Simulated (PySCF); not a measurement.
Compound: C₈H₉OP.
SMILES with atom numbers: `[CH3:1][C:2](=[O:3])[c:4]1[cH:5][p:6][cH:7][c:8]([CH3:9])[cH:10]1` (hydrogens: H11, H12, H13 on C1; H14 on C5; H15 on C7; H16, H17, H18 on C9; H19 on C10)

The same species was optimised twice, with GFN2-xTB and with PBE0-D3(BJ)/def2-SVP (PySCF), and the same property calculations (PySCF, gas phase) were run on both structures.

```
     coordinate  GFN2-xTB  PBE0-D3(BJ)/def2-SVP  change
      C2–C4 (Å)     1.494                 1.510  +0.016
      C7–C8 (Å)     1.384                 1.398  +0.014
     C8–C10 (Å)     1.388                 1.398  +0.010
      C4–C5 (Å)     1.388                 1.396  +0.008
     C4–C10 (Å)     1.394                 1.399  +0.005
      C8–C9 (Å)     1.500                 1.504  +0.004
      C5–P6 (Å)     1.731                 1.734  +0.003
      P6–C7 (Å)     1.734                 1.735  +0.001
      C1–C2 (Å)     1.508                 1.507  -0.001
      C2=O3 (Å)     1.211                 1.210  -0.001
   C1–C2–C4 (°)     117.6                 118.7    +1.1
  C7–C8–C10 (°)     121.6                 120.8    -0.8
   O3–C2–C4 (°)     121.1                 120.3    -0.8
   P6–C7–C8 (°)     126.1                 126.8    +0.7
  C9–C8–C10 (°)     118.7                 119.1    +0.4
   C7–C8–C9 (°)     119.7                 120.1    +0.4
   C1–C2–O3 (°)     121.3                 121.0    -0.3
   C2–C4–C5 (°)     121.9                 121.6    -0.3
C1–C2–C4–C5 (°)         5                    -3      -8
```

Rotational constants: A = 1752, B = 884.1, C = 592.3 MHz (GFN2-xTB) against A = 1735, B = 873.2, C = 585.3 MHz (PBE0-D3(BJ)/def2-SVP).

On the GFN2-xTB structure: HOMO (eV) -7.29 [PBE0/pcSseg-1]; LUMO (eV) -2.04 [PBE0/pcSseg-1]; dipole (D) 1.19 [PBE0/pcSseg-1]; GIAO shielding of C1 (ppm) 158.1 [PBE0/pcSseg-1]; GIAO shielding of C2 (ppm) -14.9 [PBE0/pcSseg-1]; GIAO shielding of O3 (ppm) -316.2 [PBE0/pcSseg-1]; GIAO shielding of C4 (ppm) 44.1 [PBE0/pcSseg-1]; GIAO shielding of C5 (ppm) 25.5 [PBE0/pcSseg-1]; GIAO shielding of P6 (ppm) 88.0 [PBE0/pcSseg-1]; GIAO shielding of C7 (ppm) 17.5 [PBE0/pcSseg-1]; GIAO shielding of C8 (ppm) 37.0 [PBE0/pcSseg-1].

Problem. What do these properties become on the PBE0-D3(BJ)/def2-SVP structure?

Solution. 
| property | level | on GFN2-xTB | on PBE0-D3(BJ)/def2-SVP | change |
| --- | --- | --- | --- | --- |
| HOMO (eV) | PBE0/pcSseg-1 | -7.29 | -7.28 | +0.01 |
| LUMO (eV) | PBE0/pcSseg-1 | -2.04 | -2.03 | +0.01 |
| dipole (D) | PBE0/pcSseg-1 | 1.19 | 1.13 | -0.06 |
| energy, GFN2-xTB geometry as zero (kcal/mol) | PBE0/pcSseg-1 | 0.0 | -0.4 | -0.4 |
| GIAO shielding of C1 (ppm) | PBE0/pcSseg-1 | 158.1 | 156.9 | -1.2 |
| GIAO shielding of C2 (ppm) | PBE0/pcSseg-1 | -14.9 | -14.8 | +0.1 |
| GIAO shielding of O3 (ppm) | PBE0/pcSseg-1 | -316.2 | -316.4 | -0.2 |
| GIAO shielding of C4 (ppm) | PBE0/pcSseg-1 | 44.1 | 41.5 | -2.6 |
| GIAO shielding of C5 (ppm) | PBE0/pcSseg-1 | 25.5 | 23.8 | -1.7 |
| GIAO shielding of P6 (ppm) | PBE0/pcSseg-1 | 88.0 | 90.9 | +2.9 |
| GIAO shielding of C7 (ppm) | PBE0/pcSseg-1 | 17.5 | 15.6 | -1.9 |
| GIAO shielding of C8 (ppm) | PBE0/pcSseg-1 | 37.0 | 34.6 | -2.4 |

The heavy atoms differ by 0.027 Å rms after alignment. Among bonds between heavy atoms C2–C4 changes most (+0.016 Å). Changes are differences of the printed values. Neither structure is proved a minimum here.

Shape of the structure used: `[CH3:1][C:2](=[O:3])[c:4]1[cH:5][p:6][cH:7][c:8]([CH3:9])[cH:10]1`: C1–C2–C4–C5 -3°.
